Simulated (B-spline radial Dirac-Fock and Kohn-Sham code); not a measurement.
Relativistic shifts of the levels of Ho⁵²⁺

System: holmium as Ho⁵²⁺ in the configuration [Ne] 3s2 3p3.

Both columns are ΔSCF binding energies of the configuration average from a radial finite-basis atomic code: non-relativistic Hartree-Fock with a point nucleus, and Dirac-Fock with a finite nucleus and the Coulomb interaction alone, averaged over the two j levels with weights 2j+1.

| shell | Hartree-Fock (eV) | Dirac-Fock (eV) | shift (eV) | shift (%) |
| --- | --- | --- | --- | --- |
| 1s | 55985.6 | 59705.4 | +3719.84 | +6.64 |
| 2s | 12054.7 | 13082.0 | +1027.31 | +8.52 |
| 3s | 4874.1 | 5186.4 | +312.31 | +6.41 |
| 3p | 4744.2 | 4882.7 | +138.47 | +2.92 |

Relativity binds 1s, 2s, 3s, 3p more strongly, among those listed most of all 2s in relative terms.

Values without a named source are computed, but for edge energies of neutral atoms, which are taken from tables.
